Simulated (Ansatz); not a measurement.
Consider the redistribution: `C[O][Sn][Br]` + `OB(O)Cl` → `[Cl][Sn][Br]` + `COB(O)O`.

Isolated molecules relaxed with PBE0-D4/def2-TZVP in Ansatz; ΔE leaves out vibrations. CCSD(T)/CBS adds triple-zeta CCSD(T) − MP2 to the extrapolated MP2 energy (def2 sets, frozen cores). Functionals use def2-TZVPP. Elements past krypton have def2 core potentials. For Br, Sn outer-core shells are correlated without core-valence functions, which leaves a few kJ/mol of doubt a bond. Scalar relativity is left out up to krypton. Each species was taken in one conformer, which may not be the lowest.

`C[O][Sn][Br]`:

Z-matrix (Å, degrees):
```
C
O 1 1.404
H 1 1.095 2 109.5
H 1 1.095 2 112.5 3 120.8
H 1 1.095 2 109.5 3 -118.4
Sn 2 1.958 1 132.6 3 -120.8
Br 6 2.546 2 99.3 1 0.0
```

`OB(O)Cl`:

Cartesian coordinates in Å:
```
O 0.561 0.709 0.684
B -0.159 -0.029 -0.198
O -0.142 -1.377 -0.154
Cl -1.151 0.751 -1.440
H 0.470 1.655 0.556
H 0.422 -1.708 0.551
```

`[Cl][Sn][Br]`:

Z-matrix (Å, degrees):
```
Sn
Cl 1 2.363
Br 1 2.518 2 98.8
```

`COB(O)O`:

Cartesian coordinates in Å:
```
C -1.031 1.135 0.151
O -0.464 0.122 -0.654
B 0.547 -0.651 -0.172
O 1.087 -1.629 -0.963
O 1.024 -0.460 1.093
H -1.469 0.718 1.062
H -0.282 1.879 0.436
H -1.813 1.621 -0.432
H 0.667 -1.663 -1.825
H 1.733 -1.072 1.303
```

```
     level  ΔE (kJ/mol)
 revPBE-D4        -88.3
r2SCANh-D4       -101.3
       PBE        -92.2
   LC-ωPBE        -97.2
```

Q: What does CCSD(T)/CBS give? (Estimate.)

A: Ansatz gave: -97.4 kJ/mol. The listed levels differ from it by 9.1, -3.9, 5.2, 0.2 kJ/mol.

Largest T1 diagnostic among the species: 0.015.

Leaving LDA and LC-ωPBE aside and taking each functional with its dispersion term where it has one, the values, not all of them listed here, spread over 24.4 kJ/mol, from BHLYP-D4 to revPBE-D4. From BLYP to BHLYP (50 % exact exchange), in def2-TZVPP and without D4, ΔE moves by −18.5 kJ/mol.
